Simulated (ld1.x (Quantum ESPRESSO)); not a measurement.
## u(r) = r·R(r): atom against pseudo-atom (selenium)

Columns: radius, all-electron u(r) and pseudo u(r) of the 4p shell (level -6.55 eV) of selenium in the configuration [Ar] 3d10 4s2 4p4; PBE, non-relativistic, ultrasoft scheme, ld1.x (Quantum ESPRESSO) 7.5.

```json
{"r (bohr)": "0.108", "all-electron": "0.1883", "pseudo": "0.0089"}
{"r (bohr)": "0.215", "all-electron": "-0.0114", "pseudo": "0.0349"}
{"r (bohr)": "0.322", "all-electron": "-0.2358", "pseudo": "0.0763"}
{"r (bohr)": "0.430", "all-electron": "-0.3113", "pseudo": "0.1315"}
{"r (bohr)": "0.538", "all-electron": "-0.2580", "pseudo": "0.1969"}
{"r (bohr)": "0.645", "all-electron": "-0.1362", "pseudo": "0.2682"}
{"r (bohr)": "0.752", "all-electron": "0.0109", "pseudo": "0.3423"}
{"r (bohr)": "0.860", "all-electron": "0.1591", "pseudo": "0.4163"}
{"r (bohr)": "0.968", "all-electron": "0.2933", "pseudo": "0.4862"}
{"r (bohr)": "1.075", "all-electron": "0.4070", "pseudo": "0.5485"}
{"r (bohr)": "1.182", "all-electron": "0.5001", "pseudo": "0.6020"}
{"r (bohr)": "1.290", "all-electron": "0.5740", "pseudo": "0.6457"}
{"r (bohr)": "1.398", "all-electron": "0.6296", "pseudo": "0.6788"}
{"r (bohr)": "1.505", "all-electron": "0.6687", "pseudo": "0.7011"}
{"r (bohr)": "1.612", "all-electron": "0.6939", "pseudo": "0.7140"}
{"r (bohr)": "1.720", "all-electron": "0.7075", "pseudo": "0.7187"}
{"r (bohr)": "1.828", "all-electron": "0.7111", "pseudo": "0.7164"}
{"r (bohr)": "1.935", "all-electron": "0.7067", "pseudo": "0.7085"}
{"r (bohr)": "2.042", "all-electron": "0.6959", "pseudo": "0.6962"}
{"r (bohr)": "2.150", "all-electron": "0.6800", "pseudo": "0.6800"}
{"r (bohr)": "2.258", "all-electron": "0.6602", "pseudo": "0.6602"}
{"r (bohr)": "2.365", "all-electron": "0.6378", "pseudo": "0.6378"}
{"r (bohr)": "2.472", "all-electron": "0.6134", "pseudo": "0.6134"}
{"r (bohr)": "2.580", "all-electron": "0.5874", "pseudo": "0.5874"}
{"r (bohr)": "2.688", "all-electron": "0.5607", "pseudo": "0.5607"}
{"r (bohr)": "2.795", "all-electron": "0.5339", "pseudo": "0.5339"}
```

(1) How many radial nodes do the two functions have?

(2) At about which radius was the pseudo-wave matched?

(3) Is the pseudo-wave norm-conserving?

## Answers

(1) The all-electron 4p function has n − l − 1 = 2; the pseudo-wave has 0, since the states of the same l below it are removed with the core.

(2) 2.15 bohr. The columns agree to 0.0005 from 2.04 bohr on; several derivatives are matched, so the curves merge somewhat inside the radius.

(3) No, it belongs to an ultrasoft set: the norm inside the radius is not constrained, and the difference is carried by the augmentation charge.
